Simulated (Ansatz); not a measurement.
Consider the ligand exchange at a B–N bond: `BN=CSC` + `N=C([SiH3])S` → `BSC(=N)[SiH3]` + `CSC=N`.

Isolated molecules relaxed with PBE0-D4/def2-TZVP in Ansatz; ΔE leaves out vibrations. CCSD(T)/CBS is the MP2 limit (def2-TZVPP, def2-QZVPP) plus CCSD(T) − MP2 in def2-TZVPP, frozen cores. DFT in def2-TZVPP. B3LYP here is the variant with VWN-RPA as its local correlation; programs differ in this. One conformer a species, not always the lowest.

```
             level  ΔE (kcal/mol)  difference from CCSD(T)/CBS
            PBE-D4            7.7                          3.5
         r2SCAN-D4            7.2                          3.0
           PBE0-D4            6.2                          2.0
          B3LYP-D4            7.9                          3.7
           ωB97X-V            4.7                          0.5
           ωB97M-V            5.2                          1.0
            B2PLYP            6.7                          2.5
               PBE            8.0                          3.8
            r2SCAN            7.2                          3.0
              PBE0            6.4                          2.2
             B3LYP            8.5                          4.3
     HF/def2-TZVPP            4.5                          0.3
    MP2/def2-TZVPP            4.4                          0.2
SCS-MP2/def2-TZVPP            4.5                          0.3
   CCSD/def2-TZVPP            4.3                          0.1
CCSD(T)/def2-TZVPP            4.2                          0.0
     HF/def2-QZVPP            4.6                          0.4
    MP2/def2-QZVPP            4.4                          0.2
SCS-MP2/def2-QZVPP            4.5                          0.3
      HF/CBS(def2)            4.6                          0.4
     MP2/CBS(def2)            4.4                          0.2
    CCSD/CBS(def2)            4.3                          0.1
       CCSD(T)/CBS            4.2                            0
```

Largest T1 diagnostic among the species: 0.015.

From PBE to PBE0 (25 % exact exchange), in def2-TZVPP and without D4, ΔE moves by −1.5 kcal/mol.
